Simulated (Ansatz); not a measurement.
Total energies of FH5MoO5 (`[OH][Mo]([OH])([OH])([OH])([OH])[F]`).

```xyz
12

O     1.427    0.746   -1.097
Mo    0.174   -0.047    0.004
O     0.540   -1.823   -0.381
O    -0.659   -0.388    1.646
O    -0.759    1.608    0.011
O    -1.196   -0.507   -1.267
F     1.671    0.105    1.219
H     2.236    1.103   -0.714
H    -0.052   -2.337   -0.939
H    -0.106   -0.337    2.432
H    -1.529    1.631    0.588
H    -1.747    0.246   -1.501
```

The species carries charge 0 and has multiplicity 1. Correlated methods include outer-core shells of Mo, which these sets cover unevenly. Mo takes the def2 core potential. The geometry is a stationary point of PBE0-D4/def2-TZVP. It is one conformer, not always the lowest. Basis def2-TZVPP, Ansatz.

RPA on PBE orbitals: Hartree–Fock energy of these orbitals -544.33873 Eh, correlation -3.06690 Eh (frozen core).

| functional | energy without D4 (Eh) | D4 term (kJ/mol) |
| --- | --- | --- |
| LDA (SPW92) | -544.19753 | – |
| PBE | -547.16088 | -28.6 |
| revPBE | -547.50508 | -85.5 |
| BLYP | -547.53256 | -62.6 |
| r2SCAN | -547.43250 | -7.1 |
| B97M-V | -547.45405 | – |
| PBE0 | -547.06777 | -24.1 |
| B3LYP | -547.60846 | -45.9 |
| r2SCANh | -547.36269 | -7.5 |
| r2SCAN0 | -547.26141 | -8.3 |
| HSE06 (plane-wave form) | -547.04698 | -22.4 |
| BHLYP | -547.19178 | -34.9 |
| CAM-B3LYP | -547.39150 | -24.4 |
| LC-ωPBE | -547.30794 | – |
| ωB97X-V | -547.35993 | – |
| ωB97M-V | -547.33866 | – |
| B2PLYP | -547.21088 | – |
| PBE-QIDH | -546.93706 | – |

B3LYP takes the VWN-RPA correlation (the form of Gaussian; ORCA's B3LYP/G). HSE06 is the plane-wave form, built on full-range PBE exchange. The double hybrids freeze the cores in their second-order part.

LC-ωPBE has ω = 0.4 bohr⁻¹.
